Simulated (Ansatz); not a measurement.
Compare A (`C[SiH](Br)Br`) with its isomer B (`BrC[SiH2]Br`).

Calculated with Ansatz (gas phase, PBE0-D4/def2-TZVP geometries, no zero-point term in ΔE). CCSD(T)/CBS is the MP2 limit (def2-TZVPP, def2-QZVPP) plus CCSD(T) − MP2 in def2-TZVPP, frozen cores. DFT in def2-TZVPP. For Br outer-core shells are correlated without core-valence functions, which leaves a few kJ/mol of doubt a bond. Scalar relativity is left out up to krypton. One conformer a species, not always the lowest.

A:

Z-matrix (Å, degrees):
```
C
Si 1 1.850
H 1 1.093 2 109.9
H 1 1.093 2 109.9 3 120.0
H 1 1.091 2 110.4 3 -120.0
Br 2 2.217 1 109.8 3 -179.8
Br 2 2.217 1 109.8 3 59.9
H 2 1.478 1 113.5 3 -60.0
```

B:

Z-matrix (Å, degrees):
```
C
Si 1 1.869
Br 1 1.947 2 106.0
H 1 1.088 2 113.1 3 117.3
H 1 1.089 2 113.1 3 -117.4
Br 2 2.226 1 108.2 3 179.9
H 2 1.478 1 110.2 3 61.7
H 2 1.478 1 110.2 3 -61.8
```

Task: Which isomer does CCSD(T)/CBS put lower? Give the gap. (Estimate.)

Result: The calculation gave: A, by 162.2 kJ/mol.

Task: Give E(B) − E(A) in kJ/mol with CCSD/def2-TZVPP, r2SCAN-D4, MP2/def2-TZVPP, B2PLYP, CCSD(T)/def2-TZVPP, ωB97M-V, PBE0-D4. (An estimate is asked.)

Result: Ansatz gave: CCSD/def2-TZVPP 157.7, r2SCAN-D4 166.3, MP2/def2-TZVPP 163.7, B2PLYP 159.5, CCSD(T)/def2-TZVPP 156.6, ωB97M-V 163.6, PBE0-D4 163.8. None reverses the order clearly.

Largest T1 diagnostic: 0.008.

From PBE to PBE0 (25 % exact exchange), in def2-TZVPP and without D4, E(B) − E(A) moves by +5.0 kJ/mol.
